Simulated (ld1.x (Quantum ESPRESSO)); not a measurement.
What the settings do to the PAW potential of Pb (Z = 82)

Base potential:

| Item | Value |
| --- | --- |
| Element | lead (Pb) |
| Generator | ld1.x (Quantum ESPRESSO) 7.5 |
| Type | PAW |
| Functional | PBEsol |
| Relativity | scalar-relativistic |
| Frozen core | [Xe] 4f14 |
| Valence charge | 14 |
| Reference configuration | 5d10 6s1.75 6p2.25 |
| Partial waves | 6s (bound): rcut 1.45, rcutus 1.85 bohr; 6s channel at 1.55 Ry: rcut 1.45, rcutus 1.85 bohr; 6p (bound): rcut 2.70, rcutus 2.85 bohr; 6p channel at 0.4 Ry: rcut 2.70, rcutus 2.85 bohr; 5d (bound): rcut 1.65, rcutus 1.75 bohr; 5d channel at 0.9 Ry: rcut 1.65, rcutus 1.75 bohr |
| Local potential | all-electron potential smoothed inside 2.70 bohr (lloc = -1) |
| Core correction | Bessel-smoothed model core inside 1.65 bohr |
| Augmentation charge | BESSEL, radius 1.50 bohr |

Cutoffs, loose and tight: the cutoffs (Ry, on a coarse ladder) from which the occupation-weighted sum of valence levels, in a spherical-Bessel basis at the reference potential, stays within 10 and 1 mRy of its value at 400 Ry. They do not see the model core or the augmentation charge, which bear on the density cutoff. Test errors are all-electron minus pseudo excitation energies from the reference, over the configurations 5d10 6s2 6p2; 5d10 6s2 6p1; 5d10 6s2 6p0; 5d10 6s0 6p4; 5d9 6s2 6p2; 5d9 6s2 6p3; 5d10 6s0 6p0. A dash means not determined; rows that change the core or the reference have their own tests.

| change | outcome | cutoff, loose | cutoff, tight | bound ghosts | largest test error (meV) |
| --- | --- | --- | --- | --- | --- |
| base | generated | 40 Ry | 70 Ry | none | -53 |
| wave 5d channel at 0.9 Ry: rcut 1.65, rcutus 1.75 bohr becomes 5d channel at -1.42 Ry: rcut 1.65, rcutus 1.75 bohr | generated | 40 Ry | 70 Ry | none | -54 |
| wave 5d channel at 0.9 Ry: rcut 1.65, rcutus 1.75 bohr becomes 5d channel at -1.34 Ry: rcut 1.65, rcutus 1.75 bohr | generated | 40 Ry | 70 Ry | none | -54 |
| wave 5d channel at 0.9 Ry: rcut 1.65, rcutus 1.75 bohr becomes 5d channel at -1.08 Ry: rcut 1.65, rcutus 1.75 bohr | generated | 40 Ry | 70 Ry | none | -54 |
| wave 5d channel at 0.9 Ry: rcut 1.65, rcutus 1.75 bohr becomes 5d channel at -0.72 Ry: rcut 1.65, rcutus 1.75 bohr | generated | 40 Ry | 70 Ry | none | -53 |
| wave 5d channel at 0.9 Ry: rcut 1.65, rcutus 1.75 bohr becomes 5d channel at 0.02 Ry: rcut 1.65, rcutus 1.75 bohr | generated | 40 Ry | 70 Ry | none | -53 |
| wave 5d channel at 0.9 Ry: rcut 1.65, rcutus 1.75 bohr becomes 5d channel at 1.79 Ry: rcut 1.65, rcutus 1.75 bohr | generated | 40 Ry | 70 Ry | none | -52 |

Q: What comes out with this change to the base: wave 5d channel at 0.9 Ry: rcut 1.65, rcutus 1.75 bohr becomes 5d channel at 4.09 Ry: rcut 1.65, rcutus 1.75 bohr?

A: outcome: generated; cutoff, loose: 40 Ry; cutoff, tight: 70 Ry; bound ghosts: none; largest test error (meV): -94.
